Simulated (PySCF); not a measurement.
Compound: [CrOI4]- (charge -1 and doublet state).
Geometry (PBE0-D3(BJ)/def2-SVP, Å), atoms numbered from 1 in this order:
```
atom  x, y, z in Å
Cr1    0.009   -0.016    0.167
O2     0.002   -0.015    1.675
I3     2.581   -0.022   -0.461
I4     0.019    2.551   -0.480
I5    -2.556   -0.012   -0.487
I6     0.009   -2.581   -0.483
```

Computed with PBE0-D3(BJ)/def2-SVP geometry optimisation, gas phase, def2 core potentials past Kr in PySCF.

(1) Which atoms are bound to Cr1, and at what distances?

(2) List the angles at Cr1.

(3) What is the shape at Cr1?

(4) What are the rotational constants (commonest isotopes, rigid rotor)?

Answers

(1) 5 atoms: O2 1.508 Å, I6 2.647 Å, I4 2.647 Å, I5 2.647 Å, I3 2.648 Å.

(2) 
| angle | degrees | distance of the outer atoms (Å) |
| --- | --- | --- |
| I3–Cr1–I5 | 152.0 | 5.14 |
| I4–Cr1–I6 | 151.6 | 5.13 |
| O2–Cr1–I6 | 104.3 | 3.35 |
| O2–Cr1–I4 | 104.1 | 3.35 |
| O2–Cr1–I5 | 104.0 | 3.35 |
| O2–Cr1–I3 | 104.0 | 3.35 |
| I4–Cr1–I5 | 86.7 | 3.63 |
| I5–Cr1–I6 | 86.6 | 3.63 |
| I3–Cr1–I4 | 86.6 | 3.63 |
| I3–Cr1–I6 | 86.5 | 3.63 |

(3) Square pyramidal: τ5 = (β − α)/60° = 0.01 from the two widest angles, 152.0° and 151.6° (0 for a square pyramid, 1 for a trigonal bipyramid).

(4) A = 287.3, B = 286.8, C = 151.1 MHz: an oblate symmetric top.

Point group: C4v (tolerance 0.08 Å). Charge -1, doublet. ⟨S²⟩ = 0.904 (exact for a doublet: 0.75). PBE0-D3(BJ)/def2-SVP frequencies: not computed here.
